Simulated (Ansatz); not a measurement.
Job for Ansatz (an electronic-structure program): R-wB97X-V/def2-TZVPP on BH4NO2 (SMILES NB(O)O), a point of a torsion scan.

Ansatz 0.2 input:
```yaml
crystal:
  periodic: [false, false, false]
  atoms:
    - {symbol: N, position_ang: [1.18462585, -0.12144522, 0.26990559]}
    - {symbol: B, position_ang: [-0.19442994, 0.10426892, 0.18016866]}
    - {symbol: O, position_ang: [-1.02234143, -0.98306331, 0.02431328]}
    - {symbol: O, position_ang: [-0.63414386, 1.40360888, 0.17060319]}
    - {symbol: H, position_ang: [1.85182575, 0.62579236, 0.27029162]}
    - {symbol: H, position_ang: [1.58096847, -1.04033136, 0.22674792]}
    - {symbol: H, position_ang: [-1.91802400, -0.86912210, 0.33603177]}
    - {symbol: H, position_ang: [-1.57702058, 1.51290942, 0.05827540]}
basis:
  gaussian:
    orbitals: def2-TZVPP
hamiltonian:
  xc: {name: wB97X-V}
scf: {lower_state_search: off}
```

Q: Predict the final total energy.

A: -232.6346 hartree.

Q: How many basis functions does it have, and what does it roughly cost on one machine?

A: 180 functions; roughly 8 core-seconds.
